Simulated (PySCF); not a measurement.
Cd(I)(SeH) (CdHISe), SMILES [SeH][Cd][I].

Geometry optimised at PBE-D3(BJ)/def2-SVP. The structure was generated by enumeration; whether it is a known compound was not checked. The def2 effective core potentials stand for the cores of Cd, I; spin–orbit coupling is left out. One conformer was computed; it need not be the lowest.

Method: PBE-D3(BJ)/def2-SVP (PySCF 2.14.0).

Frequencies are harmonic and unscaled.

### Question
Give all harmonic wavenumbers and intensities. (An estimate is asked for; the answer gives what the named calculation found.)

### Answer

```csv
mode,ν (cm⁻¹),IR (km/mol),moving atoms (share of kinetic energy)
1,54,2.4,"Cd 63 %, Se 23 %, I 13 %"
2,56,2.0,"Cd 63 %, Se 23 %, I 13 %"
3,159,1.3,"I 50 %, Se 46 %"
4,274,26.1,"Cd 61 %, Se 28 %, I 10 %"
5,561,0.2,H 98 %
6,2348,9.7,H 99 %
```
